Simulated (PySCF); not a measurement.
## Electron correlation in Ar²⁺ (argon, charge +2)

[Ne] 3s2 3p4, high-spin 3P determinant. Calculation: PySCF 2.14, in aug-cc-pwCVDZ (6s5p3d, 36 functions); no relativity, point nucleus. Frozen: 1s2; 14 electrons correlated.

MP2 pair energies summed by pair of shells (mhartree):

| pair | energy | share (%) |
| --- | --- | --- |
| 2p-2p | -82.48 | 33.3 |
| 3p-3p | -50.03 | 20.2 |
| 3s-3p | -42.46 | 17.2 |
| 2s-2p | -22.14 | 8.9 |
| 2p-3p | -22.13 | 8.9 |
| 2p-3s | -11.37 | 4.6 |
| 3s-3s | -7.35 | 3.0 |
| 2s-2s | -4.46 | 1.8 |
| 2s-3p | -3.57 | 1.4 |
| 2s-3s | -1.60 | 0.6 |

Total MP2 correlation energy: -247.57 mhartree.

Same-spin part -70.68 and opposite-spin part -176.89 mhartree; SCS-MP2 scales them by 1/3 and 6/5 to -235.83 mhartree.
